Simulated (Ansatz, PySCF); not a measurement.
Gas-phase reaction (SMILES): CN(C)B(Br)Br + 2 B (BH3) + 2 N (NH3) → 2 BBr (BH2Br) + BN (BNH4) + 2 CN (CH5N) [methanamine]; bond separation energy.

Each molecule is optimised on its own at B3LYP-D3(BJ)/def2-TZVP (Ansatz, a program for electronic structure), one conformer each, not searched for the lowest. Valence correlation only, unless marked. Spin-orbit coupling is left out. Frozen are the shells of the preceding noble gas and the d and f shells that filled before the atom's block. No relativistic terms. CBS(X,Y): correlation extrapolated as X^-3; Hartree-Fock from the larger set. [CCSD(T)-MP2]/basis is that difference in the basis named. Thermal terms are rigid-rotor harmonic-oscillator values from B3LYP-D3(BJ) frequencies (Ansatz or PySCF) at 298.15 K and 1 atm. 1 Eh = 627.5095 kcal/mol.

```tsv
species	E, RI-MP2/CBS(aug-cc-pVTZ,aug-cc-pVQZ)+[CCSD(T)-MP2]/aug-cc-pVTZ (Ansatz) (Eh)	E, r2SCAN-D4/def2-TZVPD (Ansatz + dftd4) (Eh)	H - E (Eh)
CN(C)B(Br)Br	-5304.69106	-5307.78659	0.09791
B (BH3)	-26.55177	-26.58581	0.03008
BBr (BH2Br)	-2598.68772	-2600.18733	0.02466
BN (BNH4)	-81.93389	-82.01572	0.05211
CN (CH5N)	-95.75128	-95.83428	0.06816
N (NH3)	-56.50756	-56.54744	0.03799
```

Problem. Work out ΔE and ΔH at 298.15 K at the first level, then ΔH at the second.

Solution. 
1. ΔE = [2×(-2598.68772) + (-81.93389) + 2×(-95.75128)] - [(-5304.69106) + 2×(-26.55177) + 2×(-56.50756)] = -0.00217 Eh = -1.4 kcal/mol at RI-MP2/CBS(aug-cc-pVTZ,aug-cc-pVQZ)+[CCSD(T)-MP2]/aug-cc-pVTZ.
2. The terms H - E add up to 0.00370 Eh, so ΔH = (-0.00217 + (0.00370))×627.5095 = 1.0 kcal/mol.
3. At r2SCAN-D4/def2-TZVPD the same steps give ΔE = -3.7 and ΔH = -1.3 kcal/mol, a shift of -2.3 from the first level.
4. These values are not checked against measurement here, since the tables used lack a sound gas-phase enthalpy of formation for at least one species.
